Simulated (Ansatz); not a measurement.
Z-matrix (Å, degrees):
```
Si
O 1 1.659
N 1 1.700 2 115.2
H 1 1.479 2 105.2 3 -119.6
H 1 1.480 2 106.7 3 120.2
Si 2 1.606 1 139.2 3 -26.1
H 3 1.007 1 121.0 2 75.7
H 3 1.007 1 121.5 2 -74.8
N 6 1.684 2 109.0 1 -165.8
Cl 6 2.042 2 112.4 1 74.6
Cl 6 2.062 2 107.5 1 -41.1
H 9 1.006 6 121.0 2 -166.7
H 9 1.007 6 120.1 2 43.5
```

Total charge 0; spin multiplicity 1.

(1) List the r2SCAN/def2-TZVPP orbital energies in eV (Ansatz 0.2.0). (An estimate is asked.)

## Answers

(1) The calculation gave: Occupied: -2753.35, -2753.23, -1793.33, -1791.69, -516.00, -385.26, -384.96, -254.76, -254.64, -193.29, -193.17, -193.16, -193.15, -193.04, -193.04, -143.46, -142.00, -98.37, -98.35, -98.29, -96.90, -96.86, -96.84, -26.51, -22.87, -22.38, -21.66, -21.17, -15.01, -13.28, -13.02, -12.78, -11.75, -11.34, -10.82, -10.02, -9.68, -9.30, -8.71, -8.41, -8.38, -8.07, -7.71, -6.93, -6.77. Lowest empty: 0.24, 0.36, 0.80, 1.14, 1.62, 1.81, 2.33, 2.41.
